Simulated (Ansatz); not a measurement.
Sn27H34, a nanocrystal cut from hexagonal tin. The state is a singlet with charge 0. Geometry r2SCAN-D4/def2-SVP; atoms count from 1.

```xyz
61

Sn   -0.719   -3.195   -4.337
Sn   -2.803   -1.684   -3.236
Sn   -4.156   -3.039   -1.179
Sn   -0.538    2.192   -4.329
Sn   -1.771    0.743   -2.252
Sn   -3.855    2.253   -1.113
Sn   -3.789   -1.685    1.251
Sn   -5.163    0.728    0.851
Sn   -2.814    4.650   -0.108
Sn    1.191   -3.759   -2.371
Sn    0.146   -5.274   -0.247
Sn    3.432    0.128   -3.472
Sn    2.174    2.612   -3.770
Sn    2.247   -1.344   -1.383
Sn    0.151    0.181   -0.259
Sn    0.221   -3.770    2.120
Sn   -1.065   -1.278    1.846
Sn    2.396    4.031   -1.366
Sn    1.194    2.606    0.746
Sn   -0.907    4.106    1.868
Sn   -0.830    0.176    4.247
Sn   -1.989    2.725    4.063
Sn    4.143   -1.903    0.620
Sn    2.970   -3.497    2.615
Sn    5.163    0.503    1.622
Sn    3.096    2.025    2.738
Sn    1.842    0.734    4.896
H    -1.321   -4.647   -5.041
H     0.027   -2.282   -5.595
H    -3.946   -1.311   -4.478
H    -5.842   -3.049   -1.537
H    -3.651   -4.681   -1.096
H    -0.713    1.329   -5.810
H    -1.344    3.702   -4.528
H    -4.993    2.614   -2.363
H    -4.520   -2.575    2.539
H    -6.752    0.354    0.297
H    -5.338    1.629    2.306
H    -2.055    5.511   -1.393
H    -4.072    5.648    0.516
H     2.488   -4.652   -3.086
H    -1.439   -5.830   -0.616
H     1.132   -6.670   -0.026
H     3.323   -0.773   -4.937
H     5.108    0.346   -3.138
H     2.914    3.501   -5.054
H    -0.526   -4.653    3.405
H     1.646    5.575   -1.515
H     4.055    4.311   -0.994
H    -0.247    5.599    2.440
H    -1.574   -0.720    5.525
H    -3.704    2.656    3.954
H    -1.611    3.591    5.504
H     5.430   -2.803   -0.104
H     3.683   -5.066    2.562
H     3.292   -2.852    4.177
H     5.873    1.391    0.327
H     6.400    0.206    2.785
H     3.743    3.524    3.306
H     2.712   -0.678    5.351
H     1.853    1.792    6.257
```

In the def2 sets Sn takes a core potential; there is no spin–orbit coupling. Single mean-field runs in def2-SVP are fitted with def2-universal-jkfit.

Estimate the Mulliken populations of the heavy atoms from the PBE0/def2-SVP orbitals of Ansatz.


```tsv
atom	charge (e)
Sn1	0.16
Sn2	0.06
Sn3	0.13
Sn4	0.18
Sn5	-0.15
Sn6	0.06
Sn7	0.06
Sn8	0.13
Sn9	0.16
Sn10	0.06
Sn11	0.13
Sn12	0.18
Sn13	0.02
Sn14	-0.15
Sn15	-0.09
Sn16	0.06
Sn17	-0.13
Sn18	0.18
Sn19	-0.15
Sn20	0.06
Sn21	0.06
Sn22	0.13
Sn23	0.06
Sn24	0.13
Sn25	0.16
Sn26	0.06
Sn27	0.13
```
Mulliken values depend strongly on the basis.

And the Mayer bond orders between heavy atoms (over 0.3)?

Sn1–Sn2 0.87 (2.80 Å); Sn1–Sn10 0.87 (2.80 Å); Sn2–Sn3 0.86 (2.81 Å); Sn2–Sn5 0.87 (2.81 Å); Sn3–Sn7 0.87 (2.81 Å); Sn4–Sn5 0.85 (2.82 Å); Sn4–Sn13 0.87 (2.80 Å); Sn5–Sn6 0.87 (2.81 Å); Sn5–Sn15 0.86 (2.83 Å); Sn6–Sn8 0.86 (2.81 Å); Sn6–Sn9 0.87 (2.80 Å); Sn7–Sn8 0.87 (2.81 Å); Sn7–Sn17 0.86 (2.82 Å); Sn9–Sn20 0.87 (2.80 Å); Sn10–Sn11 0.86 (2.81 Å); Sn10–Sn14 0.87 (2.81 Å); Sn11–Sn16 0.87 (2.81 Å); Sn12–Sn13 0.87 (2.80 Å); Sn12–Sn14 0.85 (2.82 Å); Sn13–Sn18 0.87 (2.80 Å); Sn14–Sn15 0.86 (2.83 Å); Sn14–Sn23 0.87 (2.81 Å); Sn15–Sn17 0.85 (2.84 Å); Sn15–Sn19 0.86 (2.83 Å); Sn16–Sn17 0.86 (2.82 Å); Sn16–Sn24 0.87 (2.81 Å); Sn17–Sn21 0.86 (2.82 Å); Sn18–Sn19 0.85 (2.82 Å); Sn19–Sn20 0.87 (2.81 Å); Sn19–Sn26 0.87 (2.81 Å); Sn20–Sn22 0.86 (2.81 Å); Sn21–Sn22 0.87 (2.81 Å); Sn21–Sn27 0.87 (2.81 Å); Sn23–Sn24 0.86 (2.81 Å); Sn23–Sn25 0.87 (2.80 Å); Sn25–Sn26 0.87 (2.80 Å); Sn26–Sn27 0.86 (2.81 Å).
